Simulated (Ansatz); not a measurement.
## Correcting a cheap level on molecular compounds of Na

The vertical ionisation energy (cation less neutral) in eV of 6 molecular compounds of Na: x at wB97M-V/def2-TZVPP, y at CCSD(T)/def2-TZVPP. Shapes, held fixed at every level: PBE0-D4/def2-TZVP. Programs: Ansatz 0.2.0.

| molecule | x (eV) | y (eV) |
| --- | --- | --- |
| CH3Na (SMILES [CH3][Na]) | 6.72 | 6.50 |
| CH3NaS (SMILES C[S][Na]) | 6.92 | ? |
| NaOH (SMILES [OH][Na]) | 8.01 | 7.85 |
| C2HNa (SMILES C#[C][Na]) | 8.30 | 8.36 |
| NaBr (SMILES [Na][Br]) | 8.76 | 8.64 |
| NaF (SMILES [F][Na]) | 10.17 | 9.97 |

Question: Fit y = c + s·x to the known rows and predict y for CH3NaS.

Answer: 
1. Means of the 5 rows: x = 8.3920, y = 8.264.
2. Σ(Δx)² = 6.2467, Σ(Δx·Δy) = 6.2704, so the slope is 6.2704/6.2467 = 1.0038.
3. Intercept: 8.264 − (1.0038) × 8.3920 = -0.160. The largest residual of the fit is 0.19.
4. CH3NaS: -0.160 + 1.0038 × 6.92 = 6.79 eV.

CCSD(T)/def2-TZVPP gives 6.79 eV, so the prediction is off by 0.00 eV: they agree to the digits shown. Uncorrected, wB97M-V/def2-TZVPP misses CH3NaS by +0.13 eV, and the other rows by 0.15 on average. The line removes about 100 % of this miss, partly by chance. Left out in turn, the other rows are missed by 0.16 eV on average, no better than no correction. Cations run unrestricted. Relativity is left out for Br. Outer-core shells of Br, Na are correlated, in sets that cover them unevenly.
